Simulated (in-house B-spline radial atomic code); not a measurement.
# Xe¹⁸⁺: [Ar] 3d10 4s2 4p6

Method: non-relativistic B3LYP, spin-polarised, spherical fractional occupations, exact exchange averaged over the configuration, point nucleus. Calculated with an all-electron radial atomic-structure program (B-spline basis).

Screening seen three ways: the hydrogenic charge with the same mean radius, Z_r = [3n² - l(l+1)]/(2<r>), the one with the same energy, Z_e = n√(-2ε), and Slater's rules. Values are occupation-weighted means over spin.

| shell | electrons | ε (eV) | <r> (bohr) | Z_r | Z_e | Slater |
| --- | --- | --- | --- | --- | --- | --- |
| 1s | 2 | -33476 | 0.02815 | 53.29 | 49.60 | 53.70 |
| 2s | 2 | -5496.7 | 0.1209 | 49.63 | 40.20 | 49.85 |
| 2p | 6 | -5199.9 | 0.1029 | 48.57 | 39.10 | 49.85 |
| 3s | 2 | -1484.1 | 0.3177 | 42.50 | 31.33 | 42.75 |
| 3p | 6 | -1358.6 | 0.3075 | 40.64 | 29.98 | 42.75 |
| 3d | 10 | -1127.3 | 0.2774 | 37.85 | 27.31 | 32.85 |
| 4s | 2 | -586.55 | 0.6852 | 35.03 | 26.26 | 26.25 |
| 4p | 6 | -537.33 | 0.6971 | 33.00 | 25.14 | 26.25 |

The least bound orbital is 4p at -537.3 eV, and it is also the most diffuse (<r> = 0.6971 bohr).

The density falls to 0.001 bohr⁻³ at 1.656 bohr; Σ<r²> = 6.2445 bohr² gives, by the non-relativistic formula and without the paramagnetism of open shells, a Langevin diamagnetic susceptibility of -4.946×10⁻⁶ cm³/mol.
